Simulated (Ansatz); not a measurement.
`C=C([SiH3])OC` + `BN=C` → `C=NB[SiH3]` + `C=COC`  (formal exchange of groups at the Si–C bond)

Calculated with Ansatz (gas phase, PBE0-D4/def2-TZVP geometries, no zero-point term in ΔE). CCSD(T)/CBS adds triple-zeta CCSD(T) − MP2 to the extrapolated MP2 energy (def2 sets, frozen cores). Functionals use def2-TZVPP. Each species was taken in one conformer, which may not be the lowest.

```
 level  ΔE (eV)
PBE-D4    -0.12
B2PLYP    -0.01
```

Q: What does CCSD(T)/CBS give? (An estimate is asked.)

A: The calculation gave: -0.01 eV. The listed levels differ from it by -0.11, 0.00 eV.

Largest T1 diagnostic among the species: 0.017.

The D4 term adds +0.04 eV with B3LYP and +0.02 eV with PBE0; it sums over pairs of atoms, weighted by their polarisabilities, and B3LYP, whose exchange is more repulsive, gets the larger term.

B3LYP here is the variant with VWN-RPA as its local correlation; programs differ in this.
